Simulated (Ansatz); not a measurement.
Input for Ansatz (a quantum-chemistry and plane-wave program): U-BHLYP/def2-TZVPP on Co, 2S+1 = 4, a spin state set in the input, which need not be the lowest.

Ansatz 0.2 input:
```yaml
crystal:
  periodic: [false, false, false]
  atoms:
    - {symbol: Co, position_ang: [0.00000000, 0.00000000, 0.00000000]}
basis:
  gaussian:
    orbitals: def2-TZVPP
hamiltonian:
  xc: {name: BHLYP}
magnetization: {spin_polarized: true, initial_magnetization: 3}
scf: {lower_state_search: full}
```

### Question
Give the final energy of this run.

### Answer
-1382.7004 hartree.

### Question
How many basis functions does it have, and what does it roughly cost on one machine?

### Answer
64 functions; around 14 core-seconds (rough).
